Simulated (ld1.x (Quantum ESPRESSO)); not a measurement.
u(r) = r·R(r): atom against pseudo-atom (Ga)

Columns: radius, all-electron u(r) and pseudo u(r) of the 4p shell (level -2.58 eV) of gallium in the configuration [Ar] 3d10 4s2 4p1; PBE, scalar-relativistic, PAW scheme, ld1.x (Quantum ESPRESSO) 7.5.

```
r (bohr)  all-electron  pseudo
   0.148        0.1076  0.0068
   0.295       -0.0849  0.0267
   0.443       -0.2002  0.0587
   0.590       -0.1843  0.1006
   0.738       -0.0973  0.1506
   0.885        0.0125  0.2054
   1.033        0.1223  0.2628
   1.180        0.2205  0.3193
   1.328        0.3050  0.3732
   1.475        0.3743  0.4217
   1.623        0.4305  0.4639
   1.770        0.4742  0.4983
   1.918        0.5075  0.5250
   2.065        0.5313  0.5439
   2.213        0.5474  0.5559
   2.360        0.5565  0.5618
   2.508        0.5601  0.5628
   2.655        0.5589  0.5599
   2.802        0.5537  0.5539
   2.950        0.5453  0.5453
   3.098        0.5344  0.5344
   3.245        0.5215  0.5215
   3.393        0.5069  0.5069
   3.540        0.4913  0.4913
   3.688        0.4748  0.4748
   3.835        0.4579  0.4579
```

Problem. How many radial nodes do the two functions have?

Solution. The all-electron 4p function has n − l − 1 = 2; the pseudo-wave has 0, since the states of the same l below it are removed with the core.

Problem. At about which radius was the pseudo-wave matched?

Solution. 2.95 bohr. The columns agree to 0.0005 from 2.80 bohr on; several derivatives are matched, so the curves merge somewhat inside the radius.

Problem. Where does each function peak?

Solution. Outermost all-electron maximum near 2.51 bohr, pseudo maximum near 2.51 bohr (to the table’s step).

Problem. Is the pseudo-wave norm-conserving?

Solution. No, it belongs to a PAW set: the norm inside the radius is not constrained, and the difference is carried by the augmentation charge.
